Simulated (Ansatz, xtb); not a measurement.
Relative energy of two isomers of C5H3OP

We compare a, `P#Cc1ccoc1`, a singlet, with b, `P#Cc1ccco1`, a singlet. Both are isolated molecules in the gas phase, relaxed with PBE-D3(BJ)/def2-SVP.

Quicker runs give these differences E(b) − E(a): GFN2-xTB −1.18 kcal/mol; HF/STO-3G −1.62 kcal/mol (at GFN2-xTB geometries); r2SCAN-D4/def2-SVP −1.56 kcal/mol (at GFN2-xTB geometries).

**Question.** Estimate E(b) − E(a) at the level CCSD(T)/def2-SVP + ΔMP2/def2-TZVPP.

**Answer.** Too close to call at this level: CCSD(T)/def2-SVP + ΔMP2/def2-TZVPP gives E(b) − E(a) = −0.36 kcal/mol.

How the difference moves with the method:

```csv
level,geometry,E(b) − E(a) (kcal/mol),departure from the last row (kcal/mol),"job, with rough time for the two"
GFN2-xTB,GFN2-xTB,−1.18,−0.82,"optimisation, 0.27 s"
HF/STO-3G,GFN2-xTB,−1.62,−1.26,"single point, 0.96 s"
r2SCAN-D4/def2-SVP,GFN2-xTB,−1.56,−1.20,"single point, 5.4 s"
PBE-D3(BJ)/def2-SVP,PBE-D3(BJ)/def2-SVP,−1.49,−1.13,"optimisation, 32 s"
HF/def2-SVP,PBE-D3(BJ)/def2-SVP,+0.82,+1.18,part of the CCSD(T) run
MP2/def2-SVP,PBE-D3(BJ)/def2-SVP,−0.14,+0.23,part of the CCSD(T) run
CCSD(T)/def2-SVP,PBE-D3(BJ)/def2-SVP,+0.14,+0.51,single point
CCSD(T)/def2-SVP + ΔMP2/def2-TZVPP,PBE-D3(BJ)/def2-SVP,−0.36,,"single point, 90 s"
```

As drawn, both hold the same kinds of bond in the same numbers.

The largest departure from CCSD(T)/def2-SVP + ΔMP2/def2-TZVPP is that of HF/STO-3G, 1.26 kcal/mol. The last row adds to CCSD(T) the change of the MP2 difference between the two basis sets, here −0.51 kcal/mol.

With thermal terms from frequencies at re-optimised GFN2-xTB minima (ideal gas, soft modes damped towards free rotors, one conformer each, 298.15 K, 1 atm): the zero-point term adds −0.01 kcal/mol; ΔH is −0.37 and ΔG −0.36 kcal/mol.

The correlated steps freeze 11 core orbitals. Codes used: Ansatz 0.2.0, xtb 6.7.1; the last row on 2 threads of Intel(R) Xeon(R) Processor @ 2.70GHz on a shared host.
